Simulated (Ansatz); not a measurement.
MnN3F3H9⁻ (relaxed from a model of mer-[MnF3(NH3)3]-, whose bonding it doesn't keep) was relaxed with B3LYP-D4 (def2-SVPD) in Ansatz in these states: charge -1 quartet, charge -1 sextet. The geometries follow in no particular order.

A:

| atom | x (Å) | y (Å) | z (Å) |
| --- | --- | --- | --- |
| Mn1 | 0.113 | -0.516 | 0.504 |
| F2 | -0.308 | -1.173 | -1.345 |
| F3 | 1.018 | 1.285 | 0.557 |
| F4 | -0.222 | -1.602 | 2.187 |
| N5 | -0.565 | 1.693 | -1.884 |
| H6 | 0.128 | 1.861 | -1.144 |
| H7 | -0.242 | 2.159 | -2.728 |
| H8 | -0.511 | 0.677 | -2.044 |
| N9 | -1.922 | 0.622 | 0.561 |
| H10 | -1.975 | 1.234 | 1.369 |
| H11 | -2.746 | 0.029 | 0.530 |
| H12 | -1.867 | 1.189 | -0.292 |
| N13 | 2.126 | -1.726 | 0.821 |
| H14 | 2.935 | -1.168 | 1.074 |
| H15 | 2.385 | -2.469 | 0.182 |
| H16 | 1.653 | -2.095 | 1.652 |

B:

```xyz
16

Mn   -0.431    0.003   -0.881
F     1.027   -1.294    0.084
F    -1.568    0.386    0.679
F    -0.031    0.117   -2.765
N     0.964    0.583    2.159
H    -0.058    0.621    2.079
H     1.201    0.357    3.121
H     1.201   -0.230    1.563
N     0.572    1.800   -0.500
H    -0.062    2.591   -0.402
H     1.254    1.998   -1.228
H     1.033    1.654    0.409
N    -1.259   -1.916   -1.092
H    -2.133   -2.119   -0.615
H    -0.451   -2.281   -0.565
H    -1.260   -2.271   -2.045
```

Judge from the bond lengths which geometry belongs to which state (an estimate).

A is the charge -1 sextet (Mn1–N13 2.370 Å, Mn1–N9 2.332 Å, Mn1–F2 2.008 Å); B is the charge -1 quartet (Mn1–N13 2.101 Å, Mn1–N9 2.093 Å, Mn1–F2 2.177 Å).

At B3LYP-D4/def2-SVPD the highest occupied level of the charge -1 quartet lies above zero (up to 0.90 eV). It is a level of β spin, whose loss leaves a quintet; that state wasn't run at this geometry and level. The electron is either unbound and held by the finite basis, or the level is raised by self-interaction error. At PBE0-D4/def2-TZVPD a sextet lies 1.75 eV below the charge -1 quartet. The name describes the sextet; other states may take another shape.
